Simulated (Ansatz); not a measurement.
Task: Name a neutral molecule of C, O, S, Si and H with HOMO energy (ωB97M-V/def2-TZVPP) between -9.50 and -9.20 eV and HOMO–LUMO gap (ωB97M-V/def2-TZVPP) between 10.50 and 10.80 eV (Ansatz, PBE0-D4/def2-TZVP geometry).

Result: `SC1O[SiH2][SiH2]1` (-9.43 eV, 10.62 eV); `OC1[SiH2]S1` (-9.30 eV, 10.62 eV); `C1O[SiH2]S1` (-9.35 eV, 10.51 eV); `SC1OC[SiH2]1` (-9.36 eV, 10.67 eV); `[SiH3]OC1[SiH2]S1` (-9.41 eV, 10.56 eV). Other molecules can fit too; these were computed, each in one conformer that needn't be the lowest.
